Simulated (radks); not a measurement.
Task: Ca, configuration [Ar] 4s2. Calculated with a radial shooting solver on a logarithmic mesh with Libxc functionals: non-relativistic Kohn-Sham, PBE, spin-polarised, spherical densities, point nucleus. Some entries of the table are withheld. Estimate them.

orbital  occ.  eigenvalue (eV)  <r> (bohr)
1s          2        -3927.949     0.07737
2s          2        -410.6676         (1)
2p          6              (2)      0.3286
3s          2              (3)       1.162
3p          6              (4)         (5)
4s          2          -3.7533       4.036

Result: 
(1) 2s <r> (bohr): 0.3668
(2) 2p eigenvalue (eV): -334.4558
(3) 3s eigenvalue (eV): -46.6862
(4) 3p eigenvalue (eV): -28.0590
(5) 3p <r> (bohr): 1.272
